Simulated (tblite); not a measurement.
Compound: C4H14N2OSi2.
Structure used (GFN2-xTB), in Å, numbered top down from 1:
```
atom  x, y, z in Å
C1    -3.783   -0.153   -0.351
N2    -2.480   -0.584    0.090
Si3   -1.281    0.525    0.629
C4    -0.425    1.438   -0.801
C5     0.907    0.739   -1.098
Si6    1.567    0.088    0.554
O7     2.454   -1.272    0.551
C8     3.803   -1.373    0.228
N9     0.061   -0.380    1.226
H10   -3.672    0.776   -0.905
H11   -4.227   -0.902   -1.010
H12   -4.472    0.029    0.481
H13   -2.518   -1.481    0.551
H14   -1.738    1.480    1.658
H15   -1.035    1.505   -1.703
H16   -0.221    2.463   -0.488
H17    0.720   -0.109   -1.760
H18    1.579    1.413   -1.631
H19    2.259    1.145    1.312
H20    4.106   -2.413    0.362
H21    4.407   -0.735    0.879
H22    3.982   -1.077   -0.808
H23    0.001   -0.955    2.045
```

Calculated harmonic vibrations of the isolated species, GFN2-xTB (tblite), most abundant isotopes, no scaling. The method is semi-empirical: single wavenumbers can be off by several per cent or more. Modes of hydrogen on silicon can be 10 to 20 % off. One conformer, not necessarily the lowest.

Harmonic wavenumbers (cm⁻¹): 32.7, 62.2, 72.6, 86.5, 110.2, 135.8, 148.5, 158.8, 210.4, 241.4, 254.4, 299.5, 334.8, 358.6, 407.6, 496.1, 619.9, 639.8, 660.3, 692.0, 699.5, 730.1, 765.2, 804.0, 825.6, 838.7, 863.4, 945.5, 1055.5, 1058.0, 1069.4, 1110.7, 1135.2, 1139.3, 1145.8, 1147.5, 1157.9, 1164.6, 1273.1, 1295.4, 1353.2, 1418.1, 1421.0, 1477.6, 1485.0, 1492.7, 1493.9, 1496.4, 1504.7, 2132.8, 2167.7, 2898.9, 2940.6, 2955.0, 2956.4, 2967.4, 2971.6, 2975.8, 2985.8, 2986.1, 3033.6, 3441.0, 3534.3.

A = 2761, B = 590.5, C = 548.7 MHz; mass 162.064 u (most abundant isotopes); point group C1, symmetry number 1.

**Question.** What is the zero-point energy?

**Answer.** ½Σν̃ = 40168 cm⁻¹ = 114.85 kcal/mol.

**Question.** Entropy at 273.15 K, 1 bar (ideal gas, RRHO, classical rotation)?

**Answer.** Translation 40.75, rotation 30.00, vibration 40.62: S = 111.4 cal/(mol K).

**Question.** And Cp and H(273.15 K) − H(0)?

**Answer.** Cp = 45.98 cal/(mol K), of which vibrations give 38.03 (their classical limit is 63 R = 125.2); H(273.15 K) − H(0) = 7.81 kcal/mol without the zero-point energy, 5.64 from vibrations.

**Question.** What must be added to the electronic energy to get the Gibbs energy at 273.15 K and 1 bar?

**Answer.** ZPE + [H(273.15 K) − H(0)] − T·S = 114.85 + 7.81 − 30.42 = 92.24 kcal/mol.

**Question.** How do the functions run with temperature in this model?

**Answer.** 
```
 T (K)  S (cal/(mol K))  Cp (cal/(mol K))  H − H(0) (kcal/mol)  G − H(0) (kcal/mol)  ln q(vib)
    50             62.9              16.8                 0.58                -2.56       0.99
   100             77.3              25.1                 1.64                -6.08       3.03
298.15            115.5              49.0                 9.00               -25.44      10.99
373.15            127.5              57.8                13.01               -34.56      13.76
   500            146.2              70.6                21.18               -51.94      18.25
   750            178.5              88.6                41.24               -92.66      26.53
  1000            205.7             100.4                64.96              -140.78      34.05
```

q(vib) and H(0) count from the zero-point level.

Hindered rotation and anharmonicity are outside this model. Other conformers, if any are populated, would add a mixing term that is left out. The structure is chiral; the term R ln 2 for an equal mix with its mirror image is left out.

Hardware: one thread, Arm Neoverse N1 (aarch64), shared host. Cost: 2.2 s of wall time. This covers the Hessian and the dipole derivatives.
